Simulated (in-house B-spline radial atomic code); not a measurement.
Ge²⁺. Computed with a B-spline radial atomic code. Model: non-relativistic spherical atom: semilocal Troullier-Martins pseudo-atom, one channel per l, against all electrons, high spin, G0W0 and RPA with empty states to l = 8, local potential for every l without a channel, a model core (radius 0 = none) keeps its share of the functional.

What the tables leave out is listed at the end.

The pseudopotential gives back the lowest level of each angular momentum of its own functional in the configuration it was made in; a second state of the same l is only approximately right. Exact exchange, RPA and GW see the smooth pseudo-orbitals and miss the exchange with the core, for which the functional's share stands in. The column with an uncorrelated core keeps all orbitals and exact exchange, and so separates missing core correlation from pseudisation. Only the three outermost levels and the lowest empty one were computed. RPA here is direct RPA, with no exchange kernel, and its energies carry an (l + 1/2)⁻⁴ tail. A hybrid on a potential with a model core restores only its own semilocal share of the core's exchange.

Command:
```bash
python run_psgw.py task.json out
```
Settings (lengths in bohr, energies in hartree):
```
Z                      32
electrons              30
configuration          [Ar] 3d10 4s2
generated_in           [Ar] 3d10 4s2 4p2
functional             pbe,pbe
core_shells            4
radius_factor          0.8
core_correction        False
ion_configuration      [Ar] 3d10 4s1
```

Run time, properties included: 26 s on 1 thread of Intel(R) Xeon(R) 6975P-C (Granite Rapids), on a shared host.

Given: made with PBE; model core radius 0 bohr; local radius 0.585 bohr; mean-field start PBE.

Valence shells of the generating configuration: 3p, 3d, 4s, 4p.

Channel: s 1.421, p 0.438, d 1.209 (radii in bohr).

Computed: largest level miss in the spin-unpolarised generating configuration 0.042 eV; valence RPA correlation energy all-electron orbitals -1.3028 hartree; all-electron RPA polarisability, core included 8.7829 bohr³; ionisation by mean-field all-electron 33.871 eV; ionisation by mean-field pseudo minus all 0.036 eV; ionisation by RPA all-electron 34.011 eV; ionisation by RPA pseudo minus all 1.372 eV.

```csv
level,occupied,mean-field all-electron (eV),mean-field pseudo minus all (eV),G0W0 all-electron (eV),G0W0 uncorrelated core minus all (eV),G0W0 pseudo minus all (eV),exchange self-energy all-electron (eV),exchange self-energy pseudo (eV)
4s,1,-28.784,-0.04,-33.991,-0.09,-1.359,-16.597,-16.787
3d,1,-49.984,-0.122,-60.478,0.077,1.707,-62.973,-54.537
4p (empty),0,-19.796,-0.112,-16.1,0.002,0.059,-5.2442,-4.4106
```

Task: What is the valence RPA correlation energy pseudo?

Result: -1.4278 hartree.

Task: What is the pseudo-atom RPA polarisability?

Result: 8.7779 bohr³.

Given: mean-field start PBE0.

Computed: all-electron RPA polarisability, core included 8.0152 bohr³; pseudo-atom RPA polarisability 7.6085 bohr³; ionisation by mean-field all-electron 33.513 eV; ionisation by mean-field pseudo minus all 0.489 eV; ionisation by RPA all-electron 33.836 eV; ionisation by RPA pseudo minus all 1.422 eV.

```tsv
level	occupied	mean-field all-electron (eV)	mean-field pseudo minus all (eV)	G0W0 all-electron (eV)	G0W0 uncorrelated core minus all (eV)	G0W0 pseudo minus all (eV)	exchange self-energy all-electron (eV)	exchange self-energy pseudo (eV)
4s	1	-29.806	-0.431	-33.877	-0.084	-1.439	-16.381	-17.21
4p (empty)	0	-18.694	0.047	-16.046	0.002	0.15	-4.9666	-4.1817
```

Task: What is the valence RPA correlation energy pseudo?

Result: -1.3792 hartree.

Task: What is the valence RPA correlation energy all-electron orbitals?

Result: -1.2504 hartree.

Given: mean-field start Hartree-Fock.

Computed: valence RPA correlation energy all-electron orbitals -1.1234 hartree; valence RPA correlation energy pseudo -1.2598 hartree; pseudo-atom RPA polarisability 5.3977 bohr³; ionisation by mean-field all-electron 31.718 eV; ionisation by mean-field pseudo minus all 1.922 eV; ionisation by RPA pseudo minus all 1.525 eV.

| level | occupied | mean-field all-electron (eV) | mean-field pseudo minus all (eV) | G0W0 all-electron (eV) | G0W0 uncorrelated core minus all (eV) | G0W0 pseudo minus all (eV) | exchange self-energy all-electron (eV) | exchange self-energy pseudo (eV) |
| --- | --- | --- | --- | --- | --- | --- | --- | --- |
| 4s | 1 | -31.963 | -2.001 | -33.573 | -0.066 | -1.46 | -15.642 | -18.603 |
| 3d | 1 | -64.434 | 2.637 | -62.051 | 0.081 | 2.442 | -63.561 | -54.672 |
| 4p (empty) | 0 | -14.955 | 0.491 | -15.931 | 0.002 | 0.496 | -4.0737 | -3.3502 |

Task: What is the ionisation by RPA all-electron?

Result: 33.421 eV.

Task: What is the all-electron RPA polarisability, core included?

Result: 6.6628 bohr³.

Among the listed levels the largest G0W0 shift of the pseudo-atom is +2.44 eV, for 3d on the Hartree-Fock start, while leaving the core uncorrelated moves that level by +0.08 eV. So pseudisation and the lost core exchange, not the missing core correlation, make the error. Not in the tables (levels of low weight, unsolved or above zero; the highest and the empty levels are kept at any weight): on PBE the G0W0 levels 3p (pseudo minus all +4.33 eV, weights 0.01 and 0.46); on PBE0 the G0W0 levels 3d (pseudo minus all +2.04 eV, weights 0.41 and 0.79), 3p (pseudo minus all +2.84 eV, weights 0.63 and 0.30); on Hartree-Fock the G0W0 levels 3p (pseudo minus all +4.52 eV, weights 0.75 and 0.07).
